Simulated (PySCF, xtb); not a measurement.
B(NCO)2(OH) (C2HBN2O3), SMILES C(=NB(O)N=C=O)=O.

xtb 6.7.1 with GFN2-xTB at its own geometry gives an orbital gap of 5.30 eV and a dipole moment of 2.97 D.

Coordinates come from a r2SCAN-D4/def2-SVP optimisation. One conformer was computed; it need not be the lowest.

Task: What does PBE0/def2-TZVP (PySCF) give? (An estimate is asked for; the answer gives what the named calculation found.)

Result: gap 7.93 eV (levels -9.02 and -1.09 eV), dipole 2.30 D.
